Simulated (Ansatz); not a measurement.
K₃H₃⁺, relaxed as a doublet with UKS B3LYP-D4/def2-TZVP in Ansatz, starting from the GFN1-xTB geometry. Force threshold 0.02 eV/Å.

The structure comes from a short search, and lower isomers may exist.

Start:

```xyz
6

K    -1.288    0.195   -0.181
K     0.877   -2.975    1.131
K     3.092    1.435   -0.271
H    -0.952   -1.901    0.564
H     0.746    1.266   -0.351
H    -2.476    1.980   -0.892
```

(1) Estimate the energy that the relaxation releases and the steps that it takes.

(2) Does the start keep its bonding and symmetry?

(3) Predict the relaxed structure.

## Answers

(1) 259.1 kJ/mol, in 45 steps; 99 s on 4 threads of Arm Neoverse V1 on a shared host. The force fell under the threshold at step 38, but the optimiser went on. No frequencies were taken in this run, so the end may be a saddle point.

(2) Bonds lost: K1–H5, K1–H6, K3–H5 (atoms count from 1). Metal–metal contacts that move far: K1–K2 4.06 to 4.76 Å. The end holds 2 separate pieces.

(3) 
```xyz
6

K     0.912   -0.747    0.335
K    -1.279   -4.782    1.578
K     2.862    3.602   -1.043
H    -0.211   -2.790    0.964
H    -0.770    2.339   -0.881
H    -1.514    2.378   -0.953
```
Bond lengths (bridged metal pairs left out): 2 × H–K 2.34 to 2.41 Å.
